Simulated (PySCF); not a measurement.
C₃H₉ClSi. Atoms are numbered in the order given.

```xyz
14

C      0.9214    -1.1797     0.9010
C      0.5868    -0.1999    -0.2123
Cl     1.9654     1.0044    -0.3643
C     -0.7201     0.5580    -0.0191
Si    -2.2898    -0.5126    -0.0159
H      0.1573    -1.9727     0.9556
H      0.9545    -0.6653     1.8738
H      1.8971    -1.6538     0.7255
H      0.5829    -0.7174    -1.1826
H     -0.6812     1.1320     0.9228
H     -0.8352     1.2977    -0.8282
H     -2.3815    -1.3544     1.2120
H     -3.4838     0.3787    -0.0747
H     -2.2941    -1.4136    -1.2069
```

The structure is a stationary point at B3LYP-D3(BJ)/def2-SVP. The structure was generated by enumeration; whether it is a known compound was not checked. Other conformers were not sampled.

These are PBE/def2-TZVP in PySCF values and carry that method's errors.

Task: Estimate the frontier levels, gap, dipole moment and polarisability. (An estimate is asked for; the answer gives what the named calculation found.)

Result: 
```yaml
highest_occupied_level: -6.85 eV
lowest_empty_level: -0.69 eV
orbital_gap: 6.16 eV
dipole_moment: 0.315 e·Å
quadrupole, principal values (traceless, Buckingham form, about the centre of nuclear charge): -7.20, 3.02, 4.18 D·Å
mean_static_polarisability: 80.0 bohr³ (11.86 Å³)
polarisability_principal_values: 66.0, 74.6, 99.5 bohr³
```
